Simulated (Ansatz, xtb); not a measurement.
## Ligand exchange: CBrClF2 + CH3F → C2H3ClF2 + BrF

Species: CBrClF2 `FC(F)(Cl)Br`, singlet; CH3F (fluoromethane) `CF`, singlet; C2H3ClF2 (1-chloro-1,1-difluoroethane) `CC(F)(F)Cl`, singlet; BrF (bromine fluoride), singlet. The partners trade Br for CH3: C–Br and F–CH3 bonds give way to C–CH3 and F–Br.

Shapes, held fixed at every level: PBE0-D4/def2-TZVP. Programs: Ansatz 0.2.0, xtb 6.7.1. The zero-point and thermal change to 298 K, harmonic and unscaled (PBE0-D4/def2-TZVP), is +0.3 kJ/mol.

```tsv
level	kind	ΔH(298 K) (kJ/mol)	less CCSD(T)/def2-TZVPP
GFN1-xTB	semi-empirical	+100.2	+17.7
HF/def2-SVP	Hartree–Fock	+92.6	+10.1
PBE-D4/def2-TZVPP	GGA	+78.6	-3.9
B3LYP-D4/def2-TZVPP	global hybrid	+78.3	-4.2
r2SCAN0-D4/def2-TZVPP	global hybrid	+88.3	+5.8
wB97M-V/def2-TZVPP	range-separated hybrid	+77.9	-4.6
MP2/def2-SVP	perturbation theory	+92.2	+9.7
CCSD/def2-TZVPP	coupled cluster or CI	+82.9	+0.4
CCSD(T)/def2-TZVPP	coupled cluster or CI	+82.5	0.0
```

The highest level, CCSD(T)/def2-TZVPP, gives ΔH(298 K) = +82.5 kJ/mol; the levels span +77.9 to +100.2. The column of differences is taken from that level and isn't an error. No measured value is set beside it here. Relativity is left out for Br unless named. Correlated rows may include outer-core shells of Br, which these sets cover unevenly.
